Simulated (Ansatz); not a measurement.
Gas-phase reaction in SMILES: CB(C)Cl -> [CH2-]B(C)Cl + H+
Geometries: B3LYP-D3(BJ)/def2-TZVP minima from Ansatz (a first-principles code), one conformer each, not searched for the lowest. Frequencies are from Ansatz.

Wanted: gas-phase deprotonation energy (enthalpy at 298 K, with B3LYP-D3(BJ) rigid-rotor harmonic-oscillator terms), in kJ/mol. Correlated levels leave the core frozen unless marked. No spin-orbit coupling. No relativistic terms. Anions need diffuse functions: aug- sets have them; def2-D sets add few; the other sets have none. Basis-set limits of correlation are two-point, X^-3; Hartree-Fock from the larger set. [CCSD(T)-MP2]/basis is that difference in the basis named.

| level | program | gas-phase deprotonation energy (kJ/mol) |
|---|---|---|
| HF/aug-cc-pV(T+d)Z | Ansatz | 1547.9 |
| B3LYP/def2-TZVPD | Ansatz | 1513.4 |
| PBE0/STO-3G | Ansatz | 1825.2 |
| PBE0-D4/def2-TZVP | Ansatz + dftd4 | 1525.1 |

Task: What does RI-MP2/CBS(aug-cc-pV(T+d)Z,aug-cc-pV(Q+d)Z)+[CCSD(T)-MP2]/aug-cc-pV(T+d)Z (Ansatz) give?

Result: 1510.0 kJ/mol
